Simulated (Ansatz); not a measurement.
Born–Oppenheimer molecular dynamics of CH$_{9}$NSSi$_{2}$ (14 atoms, charge 0, multiplicity 1). It starts from a relaxed structure.

These are results of UKS PBE0/STO-3G in Ansatz 0.2.0, not measurements.

```json
{
 "ensemble": "NVE (Milne-controlled integrator)",
 "time step": "0.5 fs",
 "steps asked": "131",
 "starting velocities drawn for": "1500 K",
 "seed": "92124"
}
```

Frames 1 fs apart, positions in Å, forces in eV/Å.

Velocities at 50.0 fs (Å/ps):

```
Si -4.44 -1.28 3.65
N 4.00 6.22 -1.47
C 0.96 -4.39 -0.11
Si -4.94 -2.27 2.71
S 0.43 2.72 -1.86
H 36.89 -6.72 -18.25
H -12.36 -16.70 -0.06
H -8.78 22.53 -27.64
H 31.70 4.01 2.93
H 11.91 67.37 -6.09
H 17.72 -41.60 22.62
H 32.89 -10.58 24.68
H 40.57 -38.47 -68.72
H 30.08 -1.78 -25.68
```

```xyz
14
Properties=species:S:1:pos:R:3:forces:R:3 time_fs=50.0 energy_less_start_eV=0.947 T=890
Si -1.580 0.842 1.077 0.03 -0.23 -0.39
N -0.442 0.979 -0.234 0.76 0.88 -1.56
C 0.797 0.212 -0.203 1.64 -0.28 -0.75
Si 0.652 -1.632 -0.261 1.74 -1.29 1.49
S 1.967 0.759 -1.597 -0.45 0.13 0.59
H -0.802 0.614 2.266 -0.28 0.45 0.69
H -2.414 -0.318 0.917 -0.09 -0.17 -0.13
H -2.364 2.025 0.853 -0.20 0.25 0.78
H -0.030 1.939 -0.360 -1.17 0.23 0.24
H 1.369 0.410 0.740 0.26 0.18 -0.52
H 1.960 -2.254 -0.274 0.22 0.52 -0.63
H 0.027 -2.090 -1.449 -0.98 -0.41 -0.11
H 0.416 -2.078 1.113 -1.39 -0.05 -0.63
H 1.150 0.654 -2.702 -0.10 -0.21 0.92
14
Properties=species:S:1:pos:R:3:forces:R:3 time_fs=51.0 energy_less_start_eV=1.175 T=742
Si -1.585 0.841 1.080 -0.14 0.04 -0.72
N -0.438 0.986 -0.237 0.67 0.86 -1.56
C 0.799 0.208 -0.203 1.76 0.35 -0.43
Si 0.647 -1.634 -0.258 3.35 -1.09 0.82
S 1.967 0.761 -1.599 -0.33 0.10 0.55
H -0.767 0.610 2.251 -0.47 0.47 0.64
H -2.426 -0.335 0.916 0.18 0.20 -0.06
H -2.373 2.047 0.830 0.13 -0.31 0.96
H -0.004 1.944 -0.356 -1.35 0.03 0.30
H 1.381 0.477 0.731 0.04 -0.37 -0.82
H 1.978 -2.292 -0.255 -0.41 1.00 -0.76
H 0.054 -2.103 -1.426 -1.36 -0.60 -0.81
H 0.449 -2.117 1.044 -1.88 -0.44 0.97
H 1.179 0.651 -2.723 -0.19 -0.24 0.93
14
Properties=species:S:1:pos:R:3:forces:R:3 time_fs=52.0 energy_less_start_eV=1.470 T=552
Si -1.589 0.840 1.084 -0.14 0.23 -0.96
N -0.433 0.993 -0.240 0.42 0.61 -1.46
C 0.802 0.203 -0.204 1.79 1.03 -0.23
Si 0.644 -1.637 -0.255 4.37 -0.81 -0.11
S 1.967 0.764 -1.600 -0.14 0.09 0.61
H -0.736 0.610 2.242 -0.69 0.49 0.51
H -2.437 -0.350 0.915 0.40 0.50 0.01
H -2.381 2.067 0.815 0.37 -0.75 1.09
H 0.009 1.949 -0.349 -1.35 0.00 0.31
H 1.395 0.541 0.714 -0.12 -0.90 -0.95
H 1.992 -2.321 -0.242 -0.81 1.33 -0.85
H 0.069 -2.121 -1.411 -1.52 -0.66 -1.18
H 0.464 -2.161 0.984 -2.23 -0.90 2.42
H 1.207 0.646 -2.736 -0.35 -0.28 0.80
14
Properties=species:S:1:pos:R:3:forces:R:3 time_fs=53.0 energy_less_start_eV=1.623 T=454
Si -1.594 0.838 1.087 0.06 0.34 -1.11
N -0.428 1.001 -0.244 0.02 0.15 -1.26
C 0.806 0.200 -0.205 1.68 1.64 -0.23
Si 0.642 -1.640 -0.252 4.65 -0.83 -0.75
S 1.967 0.767 -1.602 0.09 0.07 0.74
H -0.712 0.614 2.238 -0.89 0.49 0.37
H -2.444 -0.361 0.914 0.52 0.68 0.05
H -2.386 2.080 0.811 0.49 -0.99 1.15
H 0.009 1.954 -0.339 -1.17 0.16 0.27
H 1.407 0.596 0.689 -0.17 -1.31 -0.85
H 1.998 -2.337 -0.238 -0.98 1.50 -0.87
H 0.069 -2.146 -1.406 -1.40 -0.49 -1.08
H 0.458 -2.213 0.947 -2.35 -1.09 3.00
H 1.231 0.638 -2.740 -0.54 -0.33 0.56
14
Properties=species:S:1:pos:R:3:forces:R:3 time_fs=54.0 energy_less_start_eV=1.534 T=511
Si -1.598 0.837 1.089 0.42 0.37 -1.20
N -0.423 1.008 -0.249 -0.46 -0.43 -0.99
C 0.812 0.198 -0.206 1.42 2.09 -0.44
Si 0.642 -1.644 -0.249 4.19 -1.41 -0.68
S 1.968 0.770 -1.603 0.32 0.06 0.88
H -0.697 0.623 2.237 -1.05 0.48 0.24
H -2.446 -0.365 0.914 0.54 0.71 0.08
H -2.386 2.084 0.818 0.48 -1.02 1.14
H -0.002 1.961 -0.327 -0.86 0.43 0.21
H 1.417 0.639 0.655 -0.10 -1.55 -0.52
H 1.995 -2.340 -0.243 -0.94 1.51 -0.81
H 0.056 -2.175 -1.412 -1.06 -0.13 -0.58
H 0.430 -2.275 0.937 -2.17 -0.73 2.39
H 1.250 0.627 -2.740 -0.73 -0.37 0.28
14
Properties=species:S:1:pos:R:3:forces:R:3 time_fs=55.0 energy_less_start_eV=1.317 T=651
Si -1.603 0.836 1.091 0.91 0.34 -1.24
N -0.419 1.016 -0.254 -0.92 -0.95 -0.70
C 0.819 0.198 -0.208 1.01 2.31 -0.84
Si 0.643 -1.647 -0.246 3.13 -2.31 -0.13
S 1.968 0.772 -1.604 0.48 0.04 0.94
H -0.691 0.637 2.239 -1.12 0.44 0.17
H -2.443 -0.362 0.914 0.45 0.58 0.08
H -2.381 2.078 0.836 0.35 -0.84 1.06
H -0.021 1.972 -0.312 -0.52 0.65 0.16
H 1.427 0.668 0.617 0.09 -1.57 0.03
H 1.984 -2.327 -0.254 -0.67 1.33 -0.69
H 0.033 -2.206 -1.423 -0.61 0.31 0.07
H 0.381 -2.343 0.949 -1.71 0.07 1.05
H 1.262 0.613 -2.737 -0.85 -0.41 0.05
14
Properties=species:S:1:pos:R:3:forces:R:3 time_fs=56.0 energy_less_start_eV=1.147 T=761
Si -1.607 0.835 1.093 1.50 0.24 -1.24
N -0.415 1.022 -0.260 -1.26 -1.20 -0.43
C 0.827 0.199 -0.210 0.49 2.27 -1.34
Si 0.645 -1.652 -0.243 1.64 -3.04 0.46
S 1.969 0.775 -1.605 0.53 0.01 0.84
H -0.696 0.655 2.242 -1.11 0.37 0.16
H -2.436 -0.354 0.915 0.26 0.33 0.07
H -2.373 2.064 0.864 0.09 -0.46 0.91
H -0.045 1.990 -0.296 -0.24 0.63 0.11
H 1.438 0.681 0.578 0.37 -1.39 0.70
H 1.966 -2.302 -0.273 -0.17 0.97 -0.54
H 0.004 -2.233 -1.433 -0.18 0.72 0.64
H 0.316 -2.411 0.972 -1.07 0.96 -0.29
H 1.266 0.594 -2.733 -0.87 -0.41 -0.05
14
Properties=species:S:1:pos:R:3:forces:R:3 time_fs=57.0 energy_less_start_eV=1.092 T=796
Si -1.610 0.835 1.095 2.10 0.09 -1.23
N -0.411 1.028 -0.267 -1.43 -1.08 -0.18
C 0.835 0.203 -0.213 -0.05 2.05 -1.78
Si 0.648 -1.658 -0.240 -0.03 -3.30 0.85
S 1.969 0.778 -1.605 0.46 -0.04 0.57
H -0.712 0.677 2.248 -0.99 0.28 0.23
H -2.426 -0.343 0.916 0.01 -0.02 0.03
H -2.365 2.046 0.900 -0.24 0.05 0.72
H -0.072 2.013 -0.279 -0.05 0.31 0.07
H 1.452 0.681 0.547 0.64 -1.11 1.33
H 1.946 -2.268 -0.297 0.54 0.48 -0.39
H -0.027 -2.254 -1.437 0.18 1.02 1.02
H 0.241 -2.470 0.992 -0.38 1.65 -1.26
H 1.262 0.572 -2.730 -0.76 -0.38 0.01
14
Properties=species:S:1:pos:R:3:forces:R:3 time_fs=58.0 energy_less_start_eV=1.108 T=786
Si -1.613 0.834 1.095 2.61 -0.05 -1.24
N -0.409 1.033 -0.273 -1.47 -0.71 0.08
C 0.843 0.208 -0.218 -0.42 1.77 -1.95
Si 0.650 -1.665 -0.237 -1.59 -3.09 1.05
S 1.970 0.781 -1.605 0.27 -0.12 0.17
H -0.737 0.701 2.255 -0.79 0.17 0.34
H -2.416 -0.332 0.918 -0.25 -0.39 -0.01
H -2.358 2.029 0.944 -0.58 0.58 0.53
H -0.099 2.038 -0.261 0.07 -0.20 0.01
H 1.472 0.671 0.528 0.73 -0.87 1.71
H 1.932 -2.230 -0.324 1.28 -0.04 -0.26
H -0.056 -2.265 -1.432 0.43 1.17 1.16
H 0.162 -2.513 1.000 0.25 2.08 -1.79
H 1.251 0.546 -2.726 -0.55 -0.30 0.20
14
Properties=species:S:1:pos:R:3:forces:R:3 time_fs=59.0 energy_less_start_eV=1.093 T=796
Si -1.615 0.833 1.096 2.87 -0.12 -1.29
N -0.408 1.038 -0.280 -1.46 -0.28 0.35
C 0.851 0.214 -0.224 -0.49 1.56 -1.67
Si 0.652 -1.673 -0.234 -2.66 -2.62 1.13
S 1.971 0.784 -1.605 0.03 -0.21 -0.25
H -0.769 0.727 2.265 -0.54 0.05 0.49
H -2.409 -0.324 0.920 -0.44 -0.67 -0.05
H -2.357 2.016 0.992 -0.82 0.94 0.34
H -0.125 2.062 -0.243 0.19 -0.69 -0.08
H 1.499 0.652 0.525 0.50 -0.78 1.65
H 1.930 -2.191 -0.354 1.76 -0.43 -0.17
H -0.081 -2.264 -1.416 0.56 1.18 1.06
H 0.086 -2.537 0.992 0.78 2.25 -1.95
H 1.234 0.517 -2.720 -0.28 -0.19 0.44
14
Properties=species:S:1:pos:R:3:forces:R:3 time_fs=60.0 energy_less_start_eV=0.974 T=872
Si -1.616 0.832 1.096 2.76 -0.03 -1.33
N -0.408 1.042 -0.286 -1.42 0.00 0.62
C 0.858 0.222 -0.232 -0.27 1.38 -0.98
Si 0.654 -1.682 -0.230 -2.92 -2.01 1.08
S 1.972 0.787 -1.606 -0.20 -0.29 -0.61
H -0.807 0.753 2.281 -0.28 -0.08 0.60
H -2.405 -0.323 0.921 -0.50 -0.76 -0.06
H -2.364 2.013 1.044 -0.85 0.97 0.18
H -0.150 2.079 -0.226 0.33 -0.96 -0.18
H 1.530 0.625 0.538 -0.03 -0.80 1.18
H 1.944 -2.157 -0.385 1.69 -0.59 -0.05
H -0.100 -2.253 -1.390 0.54 1.04 0.74
H 0.017 -2.539 0.965 1.17 2.21 -1.81
H 1.215 0.487 -2.710 -0.03 -0.06 0.63
14
Properties=species:S:1:pos:R:3:forces:R:3 time_fs=61.0 energy_less_start_eV=0.791 T=990
Si -1.616 0.832 1.096 2.30 0.18 -1.29
N -0.409 1.047 -0.292 -1.36 0.04 0.88
C 0.865 0.230 -0.240 0.06 1.09 -0.08
Si 0.654 -1.691 -0.226 -2.30 -1.27 0.87
S 1.973 0.789 -1.606 -0.37 -0.35 -0.84
H -0.848 0.778 2.302 -0.07 -0.20 0.62
H -2.407 -0.329 0.922 -0.42 -0.64 -0.05
H -2.379 2.018 1.098 -0.65 0.64 0.00
H -0.171 2.088 -0.211 0.48 -0.93 -0.27
H 1.561 0.591 0.561 -0.66 -0.79 0.50
H 1.974 -2.128 -0.417 1.04 -0.56 0.13
H -0.115 -2.232 -1.357 0.39 0.79 0.19
H -0.041 -2.520 0.921 1.38 1.95 -1.36
H 1.195 0.456 -2.695 0.17 0.05 0.71
```

Of the whole run (66 fs, mean temperature of the second half 751 K): The conserved energy stayed within 0.03 meV per atom of its start (net change -0.0096 meV per atom), so the integration is sound. The temperature averaged 0.50 of the 1500 K drawn at the start: a run that starts near a minimum puts about half its kinetic energy into the potential. A run of 0.066 ps of so small a system gives no equilibrium averages. Limits of this set-up: minimal basis.

Run time: 12 min on 1 thread of Arm Neoverse V1, on a shared host, peak memory 0.18 GiB.
